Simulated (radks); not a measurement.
The numbers below are computed, except where a source is named.
The zinc ion Zn+, 29 electrons, occupied as [Ar] 3d10 4s1 (the NIST ground configuration).

Code: a radial shooting solver on a logarithmic mesh with Libxc functionals. Model: Dirac Kohn-Sham, BP86, spin-unpolarised, spherical densities, finite nucleus; Fermi nuclear charge, rms radius 3.9283 fm.

Energy parts (Ry):
total: -3592.49229
kinetic: 3659.19348
electron-nucleus: -8645.50208
Hartree: 1537.62723
exchange-correlation: -143.81092

Orbitals (lengths in bohr, moments of r in powers of bohr; r(90%) holds 90 % of the orbital's charge):
| orbital | occ. | eigenvalue (Ry) | r(90%) | <1/r> | <r^4> |
|---|---|---|---|---|---|
| 1s1/2 | 2 | -700.8687 | 0.0899 | 30.23 | 0.00002981 |
| 2s1/2 | 2 | -85.84057 | 0.350 | 6.622 | 0.006322 |
| 2p1/2 | 2 | -75.67972 | 0.321 | 6.579 | 0.004510 |
| 2p3/2 | 4 | -73.92404 | 0.326 | 6.421 | 0.004778 |
| 3s1/2 | 2 | -10.21543 | 1.02 | 2.095 | 0.4704 |
| 3p1/2 | 2 | -7.00147 | 1.09 | 1.962 | 0.6182 |
| 3p3/2 | 4 | -6.77627 | 1.11 | 1.924 | 0.6579 |
| 3d3/2 | 4 | -1.48047 | 1.57 | 1.526 | 3.254 |
| 3d5/2 | 6 | -1.45405 | 1.58 | 1.514 | 3.384 |
| 4s1/2 | 1 | -1.04314 | 3.59 | 0.5438 | 70.27 |
| 4p1/2 | 0 | -0.58489 | 4.71 | 0.4163 | 209.7 |
| 4p3/2 | 0 | -0.57543 | 4.77 | 0.4106 | 220.0 |

The highest occupied level is 4s1/2 at -14.193 eV. The electron density at the nucleus is 2.509e+04 e/bohr^3. The density falls to 0.001 e/bohr^3 at r = 3.62 bohr. For comparison, the ionisation energy in NIST's Atomic Spectra Database is 17.964 eV (measured). In exact Kohn-Sham theory the highest level is minus the ionisation energy, but local and semilocal functionals leave it too shallow, through self-interaction and a potential that decays too fast; potentials with the right tail come closer.

Beside tabulated values, note that spin-unpolarised runs miss the spin-polarisation part of the exchange energy of open shells.
